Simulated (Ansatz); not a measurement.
Coupled-cluster run, CH8S2Si2 (`[SiH3]C([SiH3])SS`).

```yaml
crystal:
  periodic: [false, false, false]
  atoms:
    - {symbol: Si, position_ang: [-0.702143, -0.724551, 1.126294]}
    - {symbol: C, position_ang: [0.342981, 0.339850, -0.017862]}
    - {symbol: Si, position_ang: [1.615428, -0.684220, -0.966345]}
    - {symbol: S, position_ang: [-0.684597, 1.179830, -1.257346]}
    - {symbol: S, position_ang: [-1.624046, 2.677688, -0.243161]}
    - {symbol: H, position_ang: [-1.851225, 0.049746, 1.660991]}
    - {symbol: H, position_ang: [0.120714, -1.211844, 2.266038]}
    - {symbol: H, position_ang: [-1.214169, -1.888392, 0.357080]}
    - {symbol: H, position_ang: [0.904167, 1.093104, 0.545104]}
    - {symbol: H, position_ang: [2.321717, -1.567844, -0.002054]}
    - {symbol: H, position_ang: [0.923209, -1.520123, -1.979701]}
    - {symbol: H, position_ang: [2.592652, 0.206287, -1.641384]}
    - {symbol: H, position_ang: [-2.724388, 2.015770, 0.167147]}
basis:
  gaussian: {orbitals: def2-SVP}
correlation: {method: ccsd_t}
```

```sh
$ ansatz run in.yaml --threads 4 --pin off --events-out ev --progress --plain --max-ram 10444MiB
```

The program prints (abridged):

```
Functional definition: HF
1211 factors; integrals over basis functions are off by at most 1.2e-3 eV
mean field evaluation 1: about -38501.2490 eV, gradient 2.2e1 eV
mean field evaluation 2: about -38501.2597 eV, gradient 2.2e1 eV
mean field evaluation 4: about -38503.3717 eV, gradient 3.5e0 eV
mean field evaluation 8: about -38503.4137 eV, gradient 1.4e-4 eV
mean field -38503.41366084 eV, -1414.9743534849 hartree, gradient 2.3e-6 eV, S^2 0.000000; 0 other end points of the search recorded, 0 dependent functions left out
21 core orbitals not correlated: weight in the atoms' cores, before any rotation towards them, 1.000 or more for the frozen orbitals, at most 0.000 for the correlated occupied ones
reference -38503.41366084 eV, -1414.9743534849 hartree; 16, 16 occupied and 89, 89 virtual orbitals, 1211 factors
second order -16.60093381 eV of doubles, -0.00000000 eV of singles
cycle   1  -18.07988832 eV  change    -1.5e0 eV  update   1.0e-1
cycle   2  -18.71523699 eV  change   -6.4e-1 eV  update   3.2e-2
cycle   3  -18.79339159 eV  change   -7.8e-2 eV  update   1.2e-2
cycle   4  -18.79009234 eV  change    3.3e-3 eV  update   3.4e-3
cycle   5  -18.78933375 eV  change    7.6e-4 eV  update   1.3e-3
cycle   6  -18.78894502 eV  change    3.9e-4 eV  update   4.5e-4
cycle   7  -18.78887214 eV  change    7.3e-5 eV  update   1.6e-4
cycle   8  -18.78889917 eV  change   -2.7e-5 eV  update   6.2e-5
cycle   9  -18.78890456 eV  change   -5.4e-6 eV  update   2.1e-5
perturbative correction -0.58273438 eV, -0.0214150934 hartree
Total energy: -38522.78529979 eV, -1415.6862480854 hartree
```

Run time 7.5 s (4 threads of an Arm Neoverse V1 on a shared host); peak host memory 0.63 GiB.

The correlation energy is -19.372 eV, 3.0 % of it from (T); the T1 diagnostic reads 0.0112.
